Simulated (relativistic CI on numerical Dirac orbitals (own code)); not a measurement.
# One change at a time: Pr⁸⁺

Base calculation: Dirac-Coulomb-Breit CI, separate exchange-only KLI orbitals for each configuration, a model potential for QED, unscaled Slater integrals.

Configurations in the expansion (outside the closed core [Kr] 4d10): 4f5s²5p², 5s²5p³, 4f²5s²5p, 4f5s5p³, 4f5s²5p5d, 5s5p⁴, 4f³5s5p, 5s²5p²5d, 4f²5s5p², 4f²5s²5d, 4f5s5p²5d, 4f²5p³, 4f5s²5p5f, 4f²5s²6s, 5s²5p²6s, 4f5s²5p5g, 4f5s²5p6s, 4f5s5p²5f, 5s²5p²6p, 4f5p³5d, 5s²5p²5f, 4f³5s², 4f⁴5s, 4f5p⁴, 5p⁵, 5p⁴5d, 4f³5p², 4f⁴5p, 4f³5p5d, 4f5s²5d², 5s²5d³, 4f²5s5d², 5s²5p5d², 5s5p³5d, 4f²5s5p5d, 4f³5s5d, 4f²5s²6p, 4f³5s6p, 5s²5p5d6s, 5s²5d²6s, 5s5p³6s, 5p⁴6s. Double excitations out of closed p, d and f shells are left out; levels of such configurations are missing from the list, as are those of other unlisted configurations, and high levels can miss mixing partners. These lack a partner that the ground configuration has and come out too high: 5s²5p²6p, 5s²5p²5f, 4f5s5p²5d, 4f5s5p²5f.

Variants: (1) valence Slater integrals scaled by 0.9; (2) non-relativistic limit; (3) one mean potential for all configurations. Shifts of the energy above 5s²5p³ ⁴S°3/2, in cm⁻¹, for the lowest level and the first level of each name with at least 55 % of one term (blank where a level changes its place among those of its configuration and J or its character, or is not in the variant):

| Level | Base | Δ(1) | Δ(2) | Δ(3) |
| --- | --- | --- | --- | --- |
| 5s²5p³ ⁴S°3/2 | 0.0 | 0.0 | 0.0 | 0.0 |
| 4f5s²5p² ⁴G°9/2 | 49203.1 | -214.2 | -52292.5 | -5172.1 |
| 5s²5p³ ²P°1/2 | 49948.9 | -1489.8 |  | -1299.9 |
| 4f5s²5p² ²G°9/2 | 53536.1 | -556.8 | -54783.3 | -5032.2 |
| 4f5s²5p² ⁴G°11/2 | 57652.7 | -620.7 | -60742.1 | -5108.2 |
| 4f5s²5p² ⁴D°1/2 | 60111.8 | -914.7 | -62843.0 | -3482.5 |
| 4f5s²5p² ²P°1/2 | 99173.9 | -2653.2 | -73942.1 | -4493.2 |
| 4f²5s²5p ⁴G°5/2 | 100484.6 | -773.0 | -81558.2 | +647.7 |
| 4f²5s²5p ⁴D°7/2 | 107647.8 | -1118.8 |  | +454.6 |
| 4f²5s²5p ⁴D°3/2 | 119537.5 | -1962.0 |  | +700.2 |
| 4f²5s²5p ⁴D°1/2 | 120439.2 | -1884.9 | -97051.7 | +734.7 |
| 4f²5s²5p ²S°1/2 | 121667.0 | -2181.4 |  | +685.4 |
| 4f²5s²5p ²I°13/2 | 123872.9 | -2538.9 |  | +712.2 |

At this charge configurations can still be misplaced by up to about 7 % of their energy. Levels and lines within the n = 5 or 6 shells can be off by up to 10 % or somewhat more, and those that change n by about 2 %, since core polarisation is missing. Levels that differ in their count of f electrons can be misplaced by several ten thousand cm⁻¹, since the correlation energy of f electrons is missing or only estimated; rates across such gaps can be off by orders of magnitude. The computed lowest level isn't the tabulated ground level, which NIST ASD gives as 4f 5s2 5p2 °.

Ionisation energy from the two ground configurations alone: base 133.587 eV; valence Slater integrals scaled by 0.9 133.629 eV. The NIST ASD value (theoretical) is 131 eV.

LS names give the leading component of a level, which can be under half, so a name can repeat, a term be missing and a line seem to break the LS rules.
